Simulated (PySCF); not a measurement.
A structure optimised at B3LYP-D3(BJ)/def2-SVP, used in a PySCF frequency run:

```
Re
O 1 1.7039
O 1 1.7039 2 109.32
O 1 1.7039 2 109.32 3 -119.64
Br 1 2.4079 2 109.62 4 -120.18
```

Question: Write its SMILES, formula and point group.

Answer: [O]=[Re](=[O])(=[O])[Br], BrO₃Re, C3v

Question: What are its rotational constants (standard atomic weights)?

Answer: 4.0876, 1.1127, 1.1127 GHz
